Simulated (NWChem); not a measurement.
# SnClF, singlet; SMILES [Sn]([F])[Cl]

Results from NWChem. Medium grid unless said otherwise, to which SCAN and Minnesota functionals are sensitive. Low-valent species are run as closed-shell singlets; no triplet was tried in these runs. Coordinates come from a PBE0/def2-SVP optimisation. def2 effective core potentials on Sn; no spin-orbit coupling. Hybrids' shares of exact exchange are those that their runs print; pure functionals count as 0. The functionals differ in more than this share.

```
row                  share of exact exchange  highest occupied level (eV)
-------------------  -----------------------  ---------------------------
PBE/def2-TZVP                           0.00                        -7.18
SCAN/def2-TZVP                          0.00                        -7.54
B3LYP/def2-TZVP                         0.20                        -8.16
MN15/def2-TZVP                          0.44                        -9.05
BHandHLYP/def2-TZVP                     0.50                     withheld
M05-2X/def2-TZVP                        0.56                        -9.58
```

Q: Fit a straight line of the last column on the one before it, predict the withheld value, and compare with the run.

A: 
1. Means of the 5 shown rows: x = 0.240, y = -8.302. Slope Σ(x − x̄)(y − ȳ)/Σ(x − x̄)² = -1.016/0.2592 = -3.921; intercept -7.361.
2. The shown rows scatter about the line by 0.116 (root mean square); the largest residual is +0.18, at PBE/def2-TZVP.
3. At x = 0.50 (BHandHLYP/def2-TZVP; inside the shown range) the line gives -9.32.
4. The run gives -9.36, -0.04 from the line, 0.3 times the scatter.
